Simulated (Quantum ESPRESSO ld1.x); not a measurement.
Values are calculated unless marked as measured or tabulated.
C3+, 3 electrons, occupied as [He] 2s1 (the NIST ground configuration). Code: ld1.x of Quantum ESPRESSO 7.5. Model: scalar-relativistic Kohn-Sham, LDA (Slater exchange, Perdew-Wang correlation), spin-polarised, spherical densities, point nucleus; open shells are filled with parallel spins first.

Unscreened Slater integrals over Kohn-Sham orbitals (cm^-1). They are taken over the spin-up orbitals. Empty in this configuration: 2p.

integral,value
"F0(2s,2s)",155340
"F0(2s,1s)",217250
"G0(2s,1s)",19165
"F0(2s,2p)",160420
"G1(2s,2p)",97058
"F0(1s,1s)",763620
"F0(1s,2p)",230340
"G1(1s,2p)",31689
"F0(2p,2p)",168090
"F2(2p,2p)",80089
